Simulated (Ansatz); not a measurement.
C$_{2}$H$_{6}$BClGe, relaxed with RKS PBE-D4/def2-SVP in the Gaussian-basis code of Ansatz from a rough embedded geometry. The force threshold is 0.03 eV/Å; the program also tests the step.

Charge 0, multiplicity 1. The bonds changed during the relaxation, so this is another structure than the one it started from.

Start:

```xyz
11

C     0.722   -1.305   -0.219
C     0.523    0.226   -0.153
B    -0.685    0.688   -0.984
Ge   -0.752    0.803    1.077
Cl   -0.663    2.862    1.689
H     1.268   -1.541   -1.132
H    -0.192   -1.848   -0.103
H     1.418   -1.521    0.638
H     1.452    0.875   -0.282
H    -1.201    0.877   -2.080
H    -1.890   -0.116    1.549
```

| step | energy (eV) | largest force (eV/Å) | largest move (Å) |
| --- | --- | --- | --- |
| 1 | -71856.3473 | 2.885 | 0.000 |
| 2 | -71856.8117 | 1.344 | 0.195 |
| 3 | -71857.0318 | 0.630 | 0.195 |
| 4 | -71857.0784 | 0.272 | 0.122 |
| 5 | -71857.1041 | 0.379 | 0.134 |
| 6 | -71857.1616 | 0.751 | 0.198 |
| 7 | -71857.2721 | 0.967 | 0.195 |
| 8 | -71857.4329 | 1.072 | 0.195 |
| 9 | -71857.6221 | 0.628 | 0.200 |
| 10 | -71857.6893 | 1.660 | 0.195 |
| 11 | -71857.7313 | 2.115 | 0.195 |
| 12 | -71857.8085 | 0.735 | 0.200 |
| 13 | -71857.8386 | 0.466 | 0.194 |
| 14 | -71857.8570 | 0.393 | 0.148 |
| 15 | -71857.8712 | 0.262 | 0.066 |
| 16 | -71857.8765 | 0.262 | 0.045 |
| 17 | -71857.8870 | 0.125 | 0.108 |
| 18 | -71857.8909 | 0.230 | 0.141 |
| 19 | -71857.8965 | 0.079 | 0.028 |
| 20 | -71857.8991 | 0.062 | 0.059 |
| 21 | -71857.9026 | 0.048 | 0.067 |
| 22 | -71857.9028 | 0.250 | 0.133 |
| 23 | -71857.9056 | 0.066 | 0.032 |
| 24 | -71857.9059 | 0.058 | 0.012 |
| 25 | -71857.9061 | 0.060 | 0.033 |
| 26 (rejected) | -71857.8990 | 0.208 | 0.058 |
| 27 | -71857.9070 | 0.021 | 0.028 |

End:

```xyz
11

C     0.807   -1.399   -0.155
C     0.723   -0.083   -0.858
B    -0.239    1.031   -0.745
Ge   -1.281    0.979    0.931
Cl   -2.489    2.656    1.612
H     0.655   -2.230   -0.881
H     0.046   -1.534    0.641
H     1.815   -1.577    0.283
H     1.533    0.052   -1.606
H    -0.346    2.028   -1.427
H    -1.224    0.077    2.206
```

It took 42 s on 4 threads of an Arm Neoverse V1 on a shared host, with 0.18 GiB of host memory at the peak.
